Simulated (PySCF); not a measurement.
**Exercise with solution: chemical shift, span and skew from a shielding tensor**

Se(H)(SMe) (CH₄SSe), SMILES S(C)[SeH]. Atoms are numbered in the order given.

```xyz
7

Se    -0.4951     0.3778     0.8206
H     -1.8135    -0.1933     0.4487
S      0.7503    -0.8735    -0.5361
C      0.7330     0.0896    -2.0897
H     -0.2783     0.1392    -2.5171
H      1.3930    -0.4546    -2.7839
H      1.1281     1.1027    -1.9333
```

Geometry: B3LYP-D3(BJ)/def2-SVP. Other conformers were not sampled.

GIAO shieldings from PBE0/pcSseg-1 (PySCF), non-relativistic, no solvent. The symmetric part of the tensor of Se1 has the principal values 927.7, 1404.3, 2167.5 ppm. The same nucleus in Me2Se has σ = 1740.1 ppm at this level (PySCF, at its B3LYP-D3(BJ)/def2-TZVP geometry).

Question: Work out the isotropic shielding, the ⁷⁷Se shift against Me2Se, the span and the skew.

Answer: 
σ(iso) = (σ11 + σ22 + σ33)/3 = 1499.8 ppm. δ = σ(ref) − σ(iso) = 1740.1 − (1499.8) = 240.3 ppm.
Span Ω = σ33 − σ11 = 1239.8 ppm. Skew κ = 3(σ(iso) − σ22)/Ω = 0.23. Tumbling in solution averages the tensor to δ; in a static solid the shielding alone would spread this spin-1/2 line over Ω.
